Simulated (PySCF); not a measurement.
Indirect couplings

Molfile (atoms numbered from 1):
```
C4H6F4O3
     RDKit          3D

 17 16  0  0  0  0  0  0  0  0999 V2000
    1.4884   -1.6518    0.2826 C   0  0  0  0  0  0  0  0  0  0  0  0
    1.1841   -0.5251   -0.5033 O   0  0  0  0  0  0  0  0  0  0  0  0
    0.0090    0.0877   -0.1915 C   0  0  1  0  0  0  0  0  0  0  0  0
   -0.0960    1.2588   -0.9093 O   0  0  0  0  0  0  0  0  0  0  0  0
    0.7844    2.2511   -0.5360 C   0  0  0  0  0  0  0  0  0  0  0  0
    0.4641    2.7376    0.6995 F   0  0  0  0  0  0  0  0  0  0  0  0
   -1.0559   -0.7407   -0.6041 O   0  0  0  0  0  0  0  0  0  0  0  0
   -2.1949   -0.6935    0.1073 C   0  0  0  0  0  0  0  0  0  0  0  0
   -3.0586   -1.5198   -0.4476 F   0  0  0  0  0  0  0  0  0  0  0  0
   -2.7243    0.5246    0.1472 F   0  0  0  0  0  0  0  0  0  0  0  0
   -2.0001   -1.0766    1.3773 F   0  0  0  0  0  0  0  0  0  0  0  0
    2.4829   -1.9982   -0.0235 H   0  0  0  0  0  0  0  0  0  0  0  0
    1.5098   -1.3985    1.3582 H   0  0  0  0  0  0  0  0  0  0  0  0
    0.7574   -2.4606    0.1219 H   0  0  0  0  0  0  0  0  0  0  0  0
   -0.0747    0.2756    0.8986 H   0  0  0  0  0  0  0  0  0  0  0  0
    1.8201    1.8734   -0.4937 H   0  0  0  0  0  0  0  0  0  0  0  0
    0.6804    3.0551   -1.2785 H   0  0  0  0  0  0  0  0  0  0  0  0
  1  2  1  0
  2  3  1  0
  3  4  1  0
  4  5  1  0
  5  6  1  0
  3  7  1  0
  7  8  1  0
  8  9  1  0
  8 10  1  0
  8 11  1  0
  1 12  1  0
  1 13  1  0
  1 14  1  0
  3 15  1  1
  5 16  1  0
  5 17  1  0
M  END
```

Couplings: B3LYP/pcJ-1 (spin–dipole term only in couplings to heteroatoms) in PySCF 2.14, geometry PBE0-D3(BJ)/def2-SVP; gas phase, one conformer, non-relativistic. Couplings are averaged over pairs made equivalent by symmetry, fast rotation or ring inversion, so a value needn't be that of the named pair in this geometry, while other rotamers aren't included; one pair stands for each set, and the list holds those of at least 1.5 Hz over up to four bonds, among pairs with at least one F or H atom (others weren't computed). One-bond C–F couplings come out tens of Hz too large with common functionals.

Isotopes: ¹³C, ¹⁹F, ¹H, ¹⁷O. Couplings to quadrupolar nuclei such as 17O and 33S are rarely resolved in practice.

| pair | bonds | J (Hz) |
| --- | --- | --- |
| C1, H12 | 1 | ? |
| C3, H15 | 1 | ? |
| C5, F6 | 1 | -284.8 |
| C5, H16 | 1 | 178.8 |
| C5, H17 | 1 | 182.4 |
| C8, F9 | 1 | ? |
| O2, H12 | 2 | ? |
| O2, H15 | 2 | -4.3 |
| O4, F6 | 2 | -30.2 |
| O4, H15 | 2 | -4.2 |
| O4, H17 | 2 | -18.6 |
| F6, H16 | 2 | ? |
| F6, H17 | 2 | ? |
| O7, F9 | 2 | -13.6 |
| O7, H15 | 2 | -3.9 |
| F9, F10 | 2 | 2.2 |
| H12, H13 | 2 | -11.6 |
| H16, H17 | 2 | -4.5 |
| C1, H15 | 3 | ? |
| C3, F9 | 3 | 2.3 |
| C3, H12 | 3 | 6.0 |
| C3, H16 | 3 | 4.3 |
| C3, H17 | 3 | 10.8 |
| C5, H15 | 3 | 2.3 |
| C8, H15 | 3 | ? |

Problem. Estimate the withheld couplings, with signs.

Solution. 
- ¹J(C1,H12) = 149.4 Hz (mean over equivalent pairs that range from 143.0 to 154.1 Hz in this conformer)
- ¹J(C3,H15) = 191.8 Hz (bond length 1.109 Å, sp3 carbon)
- ¹J(C8,F9) = -334.6 Hz (mean over equivalent pairs that range from -348.3 to -320.8 Hz in this conformer)
- ²J(O2,H12) = -6.8 Hz (mean over equivalent pairs that range from -15.2 to -2.3 Hz in this conformer)
- ²J(F6,H16) = 67.9 Hz (angle at C5 108°)
- ²J(F6,H17) = 54.0 Hz (angle at C5 109°)
- ³J(C1,H15) = 2.8 Hz (dihedral angle 49°)
- ³J(C8,H15) = 2.0 Hz (dihedral angle 27°)
